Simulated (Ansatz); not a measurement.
`C[NH][In]([F])[F]` + `C[SeH]` → `C[Se][In]([F])[F]` + CH₃NH₂  (ligand exchange at the In–N bond)

Gas-phase electronic energies from Ansatz, PBE0-D4/def2-TZVP geometries. CCSD(T)/CBS is the MP2 limit (def2-TZVPP, def2-QZVPP) plus CCSD(T) − MP2 in def2-TZVPP, frozen cores. DFT in def2-TZVPP. def2 core potentials past Kr. For In, Se outer-core shells are correlated without core-valence functions, which leaves a few kJ/mol of doubt a bond. Scalar relativity is left out up to krypton. Each species was taken in one conformer, which may not be the lowest.

`C[NH][In]([F])[F]`:

Z-matrix (Å, degrees):
```
C
N 1 1.453
H 1 1.095 2 109.8
H 1 1.091 2 110.1 3 117.6
H 1 1.096 2 114.1 3 -121.3
In 2 1.990 1 123.3 3 -153.7
H 2 1.009 1 112.9 3 61.2
F 6 1.936 2 125.2 1 -166.1
F 6 1.938 2 122.3 1 22.3
```

`C[SeH]`:

Z-matrix (Å, degrees):
```
C
Se 1 1.949
H 1 1.088 2 110.6
H 1 1.087 2 110.6 3 -123.3
H 1 1.089 2 106.0 3 118.4
H 2 1.468 1 95.4 3 61.7
```

`C[Se][In]([F])[F]`:

```xyz
8

C    -0.101   -0.457    1.462
Se    1.239    0.685    0.587
In    0.276    0.631   -1.671
F    -1.344   -0.383   -2.023
F     0.905    1.494   -3.282
H    -0.108   -1.449    1.019
H     0.220   -0.519    2.500
H    -1.086   -0.003    1.408
```

CH₃NH₂:

Cartesian coordinates in Å:
```
C 0.208 0.393 0.353
N -0.238 -0.397 -0.781
H 0.056 -0.070 1.339
H -0.313 1.353 0.353
H 1.274 0.609 0.247
H -1.227 -0.600 -0.708
H 0.240 -1.289 -0.805
```

Task: Is it downhill or uphill in electronic energy at CCSD(T)/CBS, and by how much? (Best estimate.)

Result: Ansatz gave: Downhill: ΔE = -103.8 kJ/mol.

Task: What do these levels give: LDA (SPW92), B97M-V, r2SCAN0-D4, BHLYP-D4, r2SCAN0, CCSD(T)/def2-TZVPP? (An estimate is asked.)

Result: The calculation gave: LDA (SPW92) -104.0, B97M-V -106.8, r2SCAN0-D4 -112.9, BHLYP-D4 -113.5, r2SCAN0 -112.7, CCSD(T)/def2-TZVPP -99.4 kJ/mol.

Largest T1 diagnostic among the species: 0.016.

From BLYP to BHLYP (50 % exact exchange), in def2-TZVPP and without D4, ΔE moves by −5.2 kJ/mol. Leaving LDA and LC-ωPBE aside and taking each functional with its dispersion term where it has one, the values, not all of them listed here, spread over 11.2 kJ/mol, from BHLYP-D4 to ωB97X-V. LDA lies +4.2 kJ/mol from PBE without D4. At CCSD(T), def2-SVP lies +6.3 kJ/mol from the extrapolated value and def2-TZVPP +4.4 kJ/mol.
